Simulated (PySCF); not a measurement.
**Polarisability and C₆ of Ca (calcium, neutral)**

[Ar] 4s2, closed-shell 1S. All numbers are calculated (PySCF 2.14, scalar relativity by spin-free X2C-1e, in aug-cc-pVTZ-X2C). Coupled (time-dependent) response in atomic units; α is the mean over directions.

| method | mean α (bohr³) | C₆ (like pair) | S(−4) |
| --- | --- | --- | --- |
| UHF | 182.5 | 2709 | 16440 |
| PBE | 158.0 | 2180 | 12430 |
| PBE0 | 162.7 | 2283 | 13080 |
| HSE06 | 158.1 | 2190 | 12340 |

S(−4) is the Cauchy moment in α(ω) = α(0) + S(−4) ω² + …

Reference α: 160.8 ± 4 bohr³ (recommended; Schwerdtfeger and Nagle, table of static dipole polarizabilities (2023 update)). Published C₆: 2163 (Chu and Dalgarno (2004); Tang, Norbeck and Certain (1976)).

Hartree-Fock lies above the reference because it lacks correlation, which contracts the outer shell.

α(iu) at PBE:

```tsv
u (hartree)	α(iu) (bohr³)
0	158.0
0.0500	132.1
0.100	89.32
0.200	40.39
0.300	22.27
0.500	10.34
0.750	5.831
1.00	3.938
1.50	2.221
2.00	1.427
3.00	0.7216
5.00	0.2849
```

A single London oscillator, α(iu) = α/(1 + u²/ω²), gives C₆ = (3/4) ω α². Matching the computed C₆ needs ω = 4 × 2180 / (3 × 158.0²) = 0.116 hartree.
